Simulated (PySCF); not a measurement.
## Atomic charges against the basis set

C4H7NSi.
Numbering: `[CH:1]#[C:2]/[CH:3]=[N:4]\[SiH2:5][CH3:6]` (hydrogens: H7 on C1; H8 on C3; H9, H10 on Si5; H11, H12, H13 on C6)

PBE0 throughout (PySCF), one geometry, spherical d and f functions. Isolated species at its PBE0-D3(BJ)/def2-SVP geometry (one conformer only). The first 7 of 10 kinds of atom are listed.

Mulliken charges (e):

| basis | functions | C1 | C2 | C3 | N4 | Si5 | C6 | H7 |
| --- | --- | --- | --- | --- | --- | --- | --- | --- |
| pcSseg-0 | 72 | -0.281 | -0.155 | +0.185 | -0.796 | +1.030 | -1.184 | +0.293 |
| 6-31G* | 102 | -0.458 | +0.240 | -0.037 | -0.442 | +0.586 | -0.767 | +0.254 |
| cc-pVDZ | 123 | -0.374 | +0.346 | +0.055 | -0.299 | +0.390 | -0.266 | +0.022 |
| def2-SVP | 123 | -0.338 | +0.230 | +0.072 | -0.329 | +0.529 | -0.362 | +0.061 |
| aug-cc-pVDZ | 205 | +0.768 | -0.027 | +0.371 | -0.457 | +0.151 | +0.417 | -0.597 |
| 6-311+G(2d,p) | 212 | -0.833 | +0.928 | -0.327 | -0.481 | +0.801 | -0.751 | +0.169 |
| def2-TZVP | 234 | -0.103 | -0.018 | -0.112 | -0.258 | +0.315 | -0.494 | +0.188 |
| cc-pVTZ | 282 | -0.159 | +0.043 | -0.079 | -0.238 | +0.309 | -0.380 | +0.158 |
| IGLO-III | 289 | -0.113 | -0.087 | +0.098 | -0.561 | +0.932 | -0.632 | +0.162 |
| pcSseg-2 | 321 | -0.098 | +0.026 | +0.086 | -0.445 | +0.718 | -0.290 | +0.075 |

IAO charges (e):

```tsv
basis	functions	C1	C2	C3	N4	Si5	C6	H7
pcSseg-0	72	-0.173	-0.073	+0.022	-0.469	+0.754	-0.715	+0.202
6-31G*	102	-0.180	-0.069	+0.047	-0.510	+0.867	-0.715	+0.205
cc-pVDZ	123	-0.190	-0.065	+0.044	-0.500	+0.861	-0.712	+0.208
def2-SVP	123	-0.181	-0.065	+0.044	-0.501	+0.875	-0.706	+0.202
aug-cc-pVDZ	205	-0.197	-0.065	+0.045	-0.513	+0.866	-0.724	+0.213
6-311+G(2d,p)	212	-0.197	-0.064	+0.045	-0.523	+0.899	-0.736	+0.213
def2-TZVP	234	-0.196	-0.064	+0.048	-0.525	+0.909	-0.740	+0.213
cc-pVTZ	282	-0.196	-0.065	+0.047	-0.520	+0.895	-0.737	+0.213
IGLO-III	289	-0.197	-0.064	+0.046	-0.525	+0.908	-0.740	+0.214
pcSseg-2	321	-0.196	-0.065	+0.047	-0.525	+0.907	-0.739	+0.213
```

Hirshfeld charges (e):

```
        basis  functions      C1      C2      C3      N4     Si5      C6      H7
     pcSseg-0         72  -0.077  -0.054  +0.068  -0.230  +0.374  -0.193  +0.104
       6-31G*        102  -0.081  -0.043  +0.076  -0.239  +0.332  -0.190  +0.109
      cc-pVDZ        123  -0.081  -0.046  +0.068  -0.217  +0.353  -0.201  +0.105
     def2-SVP        123  -0.078  -0.044  +0.068  -0.221  +0.360  -0.204  +0.104
  aug-cc-pVDZ        205  -0.077  -0.045  +0.060  -0.236  +0.368  -0.217  +0.105
6-311+G(2d,p)        212  -0.076  -0.048  +0.061  -0.239  +0.368  -0.208  +0.106
    def2-TZVP        234  -0.077  -0.045  +0.064  -0.233  +0.361  -0.211  +0.105
      cc-pVTZ        282  -0.079  -0.043  +0.064  -0.229  +0.359  -0.212  +0.105
     IGLO-III        289  -0.078  -0.046  +0.059  -0.232  +0.363  -0.214  +0.105
     pcSseg-2        321  -0.076  -0.043  +0.062  -0.236  +0.368  -0.218  +0.105
```

Task: Which scheme is steadiest as the basis changes?

Result: Largest range over the bases for any column: Hirshfeld 0.04 e, IAO 0.16 e, Mulliken 1.60 e. Hirshfeld charges move least and Mulliken charges most, counted in e.

Task: How much do the charges still move between the two largest bases, IGLO-III and pcSseg-2?

Result: At most, over all atoms: Mulliken 0.342 e, IAO 0.002 e, Hirshfeld 0.005 e.

Task: What do the same runs give for the total energy, the frontier levels and the dipole moment?

Result: 
| basis | energy (Eh) | HOMO (eV) | LUMO (eV) | μ (D) |
| --- | --- | --- | --- | --- |
| pcSseg-0 | -499.6058 | -7.01 | -1.63 | 1.93 |
| 6-31G* | -500.4003 | -7.05 | -1.43 | 1.68 |
| cc-pVDZ | -500.4314 | -7.11 | -1.54 | 1.47 |
| def2-SVP | -500.1797 | -7.16 | -1.65 | 1.59 |
| aug-cc-pVDZ | -500.4443 | -7.28 | -1.79 | 1.53 |
| 6-311+G(2d,p) | -500.4961 | -7.34 | -1.82 | 1.58 |
| def2-TZVP | -500.5155 | -7.30 | -1.79 | 1.54 |
| cc-pVTZ | -500.5113 | -7.27 | -1.74 | 1.52 |
| IGLO-III | -500.5200 | -7.33 | -1.82 | 1.54 |
| pcSseg-2 | -500.5222 | -7.33 | -1.83 | 1.60 |

The dipole is fixed by the density alone, so its range of 0.46 D shows that the density itself changes with the basis, not only its division among atoms.
